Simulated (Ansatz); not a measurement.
Consider the silylene loss: `CO[SiH](O)O[SiH3]` → `CO[SiH](O)O` + `[SiH2]`.

Isolated molecules relaxed with PBE0-D4/def2-TZVP in Ansatz; ΔE leaves out vibrations. CCSD(T)/CBS adds triple-zeta CCSD(T) − MP2 to the extrapolated MP2 energy (def2 sets, frozen cores). This one scheme is used for every species. DFT in def2-TZVPP. B3LYP here is the variant with VWN-RPA as its local correlation; programs differ in this. Each species was taken in one conformer, which may not be the lowest.

```
             level  ΔE (kcal/mol)  difference from CCSD(T)/CBS
            PBE-D4           78.3                         -2.8
         r2SCAN-D4           85.2                          4.1
           PBE0-D4           81.7                          0.6
          B3LYP-D4           80.6                         -0.5
           ωB97X-V           83.2                          2.1
           ωB97M-V           79.6                         -1.5
            B2PLYP           80.5                         -0.6
               PBE           76.3                         -4.8
            r2SCAN           84.6                          3.5
     HF/def2-TZVPP           81.3                          0.2
    MP2/def2-TZVPP           84.5                          3.4
SCS-MP2/def2-TZVPP           82.7                          1.6
     HF/def2-QZVPP           82.1                          1.0
    MP2/def2-QZVPP           85.6                          4.5
      HF/CBS(def2)           82.2                          1.1
     MP2/CBS(def2)           86.1                          5.0
       CCSD(T)/CBS           81.1                            0
```

Largest T1 diagnostic among the species: 0.014.

The D4 term adds +3.3 kcal/mol with B3LYP and +1.9 kcal/mol with PBE0; it sums over pairs of atoms, weighted by their polarisabilities, and B3LYP, whose exchange is more repulsive, gets the larger term. From PBE to PBE0 (25 % exact exchange), in def2-TZVPP and without D4, ΔE moves by +3.5 kcal/mol.
